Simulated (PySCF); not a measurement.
VOF₃, SMILES [V]([F])(=[O])([F])[F], multiplicity 1. The structure is a stationary point at ωB97X-D3(BJ)/def2-SVP. The multiplicity is an assumed one; other spin states were not compared. The isomer is the one that the SMILES or the coordinates give; other isomers of the formula were not compared.

Computed equilibrium geometry at ωB97X-D3(BJ)/def2-SVP (PySCF confirms it by a frequency run) as Cartesian coordinates in Å, and its point group:
point group C3v.
```xyz
5

V      0.0000     0.0000    -0.0387
O      0.0000     0.0000    -1.5648
F      1.3985     0.8074     0.4966
F      0.0000    -1.6149     0.4966
F     -1.3985     0.8074     0.4966
```
